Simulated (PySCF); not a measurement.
CH₉GeN₃, SMILES [CH3][Ge]([NH2])([NH2])[NH2].

Coordinates come from a PBE0-D3(BJ)/def2-SVP optimisation. The values are those of a single conformer.

Two levels are set side by side: PBE/def2-TZVP (PySCF) and B3LYP/def2-TZVP (PySCF). Same geometry, gas phase. Differences are taken from unrounded values.

```tsv
quantity	B3LYP	PBE	PBE minus B3LYP
orbital gap (eV)	6.67	5.01	-1.66
highest occupied level (eV)	-6.51	-5.29	1.22
lowest empty level (eV)	0.16	-0.29	-0.44
dipole moment (D)	2.24	2.15	-0.09
mean polarisability (bohr³)	64.3	66.8	2.4
```

PBE's occupied levels lie high since its potential decays too fast outside the molecule; exact exchange lowers them and widens the gap. Loosely held outer electrons make PBE densities more polarisable. Differences between two approximate levels are no errors against the true value.

Rough cost on one machine, each run with all the roots and properties that it gave: B3LYP against PBE within a factor of 2.
